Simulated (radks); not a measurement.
Values are calculated unless marked as measured or tabulated.
Question: Neutral phosphorus, [Ne] 3s2 3p3. Code: a radial shooting solver on a logarithmic mesh with Libxc functionals. Model: non-relativistic Kohn-Sham, PBE, spin-polarised, spherical densities, point nucleus. Every spin shell is full or empty, so the densities are truly spherical. Functionals are evaluated on that one density, not self-consistently. Rank these orbital-free kinetic functionals by their error against the exact value of the orbitals, and give that value: Thomas-Fermi, von Weizsacker, TF + vW, TF + vW/9, TF + vW/5, LC94, APBEK, revAPBEK, Perdew 92, Thakkar, Pearson, LKT, PG1, Ernzerhof.

Answer: Exact: 340.654 hartree. From best to worst, with 100 (|E| - |E exact|)/|E exact| (equal figures are ties): Thakkar 0.00, Ernzerhof +0.16, LC94 +0.19, APBEK +0.33, Perdew 92 -0.48, TF + vW/9 -0.49, revAPBEK +0.70, Pearson -1.59, TF + vW/5 +5.02, Thomas-Fermi -7.37, PG1 +25.48, LKT +31.39, von Weizsacker -38.08, TF + vW +54.55.
